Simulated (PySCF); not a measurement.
CH4AlCl2N, SMILES C[NH][Al]([Cl])[Cl].

Geometry optimised at B3LYP-D3(BJ)/def2-SVP. The structure was generated by enumeration; whether it is a known compound was not checked. One conformer was computed; it need not be the lowest.

Method: PBE/def2-TZVP (PySCF).

Symmetry labels are those of the subgroup Cs that the program uses (full group Cs).

Question: List the valence orbital energies around the gap with their symmetry. (Estimate from the structure and the level; the computed values follow.)

Answer: 
```json
[
 {"orbital": "HOMO−7", "symmetry": "A'", "energy (eV)": "-10.10"},
 {"orbital": "HOMO−6", "symmetry": "A'", "energy (eV)": "-9.25"},
 {"orbital": "HOMO−5", "symmetry": "A'", "energy (eV)": "-8.69"},
 {"orbital": "HOMO−4", "symmetry": "A\"", "energy (eV)": "-8.33"},
 {"orbital": "HOMO−3", "symmetry": "A'", "energy (eV)": "-8.11"},
 {"orbital": "HOMO−2", "symmetry": "A\"", "energy (eV)": "-7.95"},
 {"orbital": "HOMO−1", "symmetry": "A'", "energy (eV)": "-7.74"},
 {"orbital": "HOMO", "symmetry": "A\"", "energy (eV)": "-5.94"},
 {"orbital": "LUMO", "symmetry": "A'", "energy (eV)": "-1.48"},
 {"orbital": "LUMO+1", "symmetry": "A\"", "energy (eV)": "-0.98"},
 {"orbital": "LUMO+2", "symmetry": "A'", "energy (eV)": "0.34"},
 {"orbital": "LUMO+3", "symmetry": "A'", "energy (eV)": "0.72"}
]
```
